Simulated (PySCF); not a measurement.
# Ir⁷¹⁺ (iridium, charge +71): Hartree-Fock from Schrödinger to Dirac-Coulomb-Breit

Occupied: 1s1/2, 2s1/2, 2p1/2. Hartree-Fock calculated with PySCF 2.14 in an uncontracted even-tempered set (16 s from 19 bohr⁻², ratio 2.7; 13 p from 23 bohr⁻², ratio 2.7), Gaussian nucleus throughout. NR is non-relativistic, sf-X2C the spin-free one-electron X2C Hamiltonian, X2C adds the bare one-electron spin-orbit term, X2C-SNSO screens it by Boettger's factors, DC is four-component Dirac-Coulomb, and the Gaunt and Breit terms are added at first order (total energies over the DC spinors, levels after relaxing the spinors in that mean field). QED terms are absent. Levels marked empty are virtual spinors of this ion.

| Hamiltonian | E (hartree) | E − E(DC) (hartree) | CPU seconds |
| --- | --- | --- | --- |
| X2C | -9508.4698 | 2.3146 | 0.2 |
| X2C-SNSO | -9505.4890 | 5.2955 | 0.2 |
| DC | -9510.7844 | 0.0000 | 7.1 |
| DC+Gaunt | -9498.8777 | 11.9067 | 14 |
| DC+Breit | -9499.4814 | 11.3030 | 41 |

```
   level (eV)       X2C  X2C-SNSO        DC  DC+Gaunt  DC+Breit
        1s1/2  -84582.6  -84585.4  -84661.9  -84423.8  -84431.5
        2s1/2  -20538.5  -20539.3  -20550.4  -20525.1  -20527.4
        2p1/2  -20287.7  -20247.6  -20259.9  -20207.9  -20213.5
2p3/2 (empty)  -18125.3  -18138.1  -18140.4  -18116.4  -18121.9
3s1/2 (empty)   -8580.1   -8580.3   -8583.1   -8576.0   -8577.0
```

Weight of the small component: 1s1/2 0.0853, 2s1/2 0.0206, 2p1/2 0.0206, 2p3/2 0.0185, 3s1/2 0.00860.

Koopmans' value for the highest occupied level at DC+Breit: 20213.5 eV, against an ionisation energy of 20210 ± 60 eV (theoretical estimate listed by NIST; NIST Atomic Spectra Database, ionization energies); the former lacks relaxation, correlation, QED and recoil.

The whole ladder took 64 s of wall time on 1 thread of Neoverse-V1 (shared host), launched as `OMP_NUM_THREADS=1 python relrun2.py TASK.json OUT` (a driver that calls PySCF for each Hamiltonian).

Dirac-Coulomb iterations, started from the X2C spinors:

```
with_ssss True, with_gaunt False, with_breit False
light speed = 137.03599967994
init E= -9413.54761420322
cycle= 1 E= -9510.78352883482  delta_E= -97.2  |g|= 3.42  |ddm|= 0.15
cycle= 2 E= -9510.78444415796  delta_E= -0.000915  |g|= 0.0129  |ddm|= 0.00211
cycle= 3 E= -9510.78444421137  delta_E= -5.34e-08  |g|= 0.000114  |ddm|= 3.38e-05
```
